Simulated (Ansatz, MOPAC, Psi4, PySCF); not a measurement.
Complex: HF (SMILES F) (first 2 atoms) with HCl (SMILES Cl); geometry from B3LYP-D3(BJ)/def2-TZVP, rigid monomers moved along the line of their centres of mass till H2···Cl3 is 3.20 Å.
(charge 0, multiplicity 1):
```xyz
4

F     -0.0125    -0.0839    -0.1391
H      0.1544     0.1338     0.7509
Cl    -0.0417     0.6386     3.9096
H     -1.2564     0.2212     3.8908
```

```json
[
 {"level": "PM3", "interaction energy (kJ/mol)": "-1.7", "minus CCSD(T)/CBS(aug-cc-pV(T+d)Z, aug-cc-pV(Q+d)Z)": "4.3", "cost": "-"},
 {"level": "PM7", "interaction energy (kJ/mol)": "-3.7", "minus CCSD(T)/CBS(aug-cc-pV(T+d)Z, aug-cc-pV(Q+d)Z)": "2.3", "cost": "-"},
 {"level": "HF/3-21G (no counterpoise)", "interaction energy (kJ/mol)": "-6.0", "minus CCSD(T)/CBS(aug-cc-pV(T+d)Z, aug-cc-pV(Q+d)Z)": "0.0", "cost": "-"},
 {"level": "PBE-D4/def2-TZVPPD", "interaction energy (kJ/mol)": "-6.9", "minus CCSD(T)/CBS(aug-cc-pV(T+d)Z, aug-cc-pV(Q+d)Z)": "-0.9", "cost": "×1"},
 {"level": "BP86/6-31G* (no counterpoise)", "interaction energy (kJ/mol)": "-4.9", "minus CCSD(T)/CBS(aug-cc-pV(T+d)Z, aug-cc-pV(Q+d)Z)": "1.1", "cost": "-"},
 {"level": "B3LYP/6-31G* (no counterpoise)", "interaction energy (kJ/mol)": "-6.0", "minus CCSD(T)/CBS(aug-cc-pV(T+d)Z, aug-cc-pV(Q+d)Z)": "0.0", "cost": "-"},
 {"level": "B3LYP-D3(BJ)/def2-TZVPPD", "interaction energy (kJ/mol)": "-6.4", "minus CCSD(T)/CBS(aug-cc-pV(T+d)Z, aug-cc-pV(Q+d)Z)": "-0.4", "cost": "×1"},
 {"level": "MP2/6-31G*", "interaction energy (kJ/mol)": "-5.4", "minus CCSD(T)/CBS(aug-cc-pV(T+d)Z, aug-cc-pV(Q+d)Z)": "0.5", "cost": "-"},
 {"level": "MP2/6-31G* (no counterpoise)", "interaction energy (kJ/mol)": "-6.2", "minus CCSD(T)/CBS(aug-cc-pV(T+d)Z, aug-cc-pV(Q+d)Z)": "-0.2", "cost": "-"},
 {"level": "MP2/aug-cc-pV(D+d)Z", "interaction energy (kJ/mol)": "-5.8", "minus CCSD(T)/CBS(aug-cc-pV(T+d)Z, aug-cc-pV(Q+d)Z)": "0.2", "cost": "-"},
 {"level": "MP2/aug-cc-pV(Q+d)Z", "interaction energy (kJ/mol)": "-6.0", "minus CCSD(T)/CBS(aug-cc-pV(T+d)Z, aug-cc-pV(Q+d)Z)": "0.0", "cost": "-"},
 {"level": "CCSD(T)/aug-cc-pV(D+d)Z", "interaction energy (kJ/mol)": "-5.7", "minus CCSD(T)/CBS(aug-cc-pV(T+d)Z, aug-cc-pV(Q+d)Z)": "0.2", "cost": "×2"},
 {"level": "CCSD(T)/CBS(aug-cc-pV(T+d)Z, aug-cc-pV(Q+d)Z)", "interaction energy (kJ/mol)": "-6.0", "minus CCSD(T)/CBS(aug-cc-pV(T+d)Z, aug-cc-pV(Q+d)Z)": "0.0", "cost": "×800*"},
 {"level": "SAPT0/jun-cc-pV(D+d)Z", "interaction energy (kJ/mol)": "-5.8", "minus CCSD(T)/CBS(aug-cc-pV(T+d)Z, aug-cc-pV(Q+d)Z)": "0.2", "cost": "-"}
]
```

 The comparison column counts from a level with limits of its own.

The rows run from -6.9 (PBE-D4/def2-TZVPPD) to -1.7 kJ/mol (PM3). From aug-cc-pV(D+d)Z to aug-cc-pV(Q+d)Z MP2 changes by -0.1.

Monomers are frozen at their geometry in the pair; levels with a basis set take the counterpoise correction. Rows marked so take none.

Cores are frozen in the correlated methods. CBS: X⁻³ extrapolation of the correlation energy, Hartree–Fock from the larger set. Rows in 3-21G, 6-31G* carry no dispersion term and start afresh at each structure (6-31G* with six Cartesian d functions). MP2/6-31G* freezes PySCF's default core. The state that PM3, PM7 reach isn't checked; PM7 holds dispersion and hydrogen-bond terms.

Programs: Ansatz (Gaussian orbitals); MOPAC for PM3, PM7 (differences of heats of formation); Psi4 for SAPT; PySCF for 3-21G rows, 6-31G* rows, the dispersion terms. 

Costs are rough ratios of core time to PBE/def2-TZVPPD (about 0.9 s over the structures, on one shared machine); a dash marks a level with no comparable run of its own. A star marks coupled-cluster runs past 200 virtual orbitals, where the program's memory plan changes under this machine's limit, so their costs aren't comparable with smaller runs.

Ansatz is an electronic-structure program.
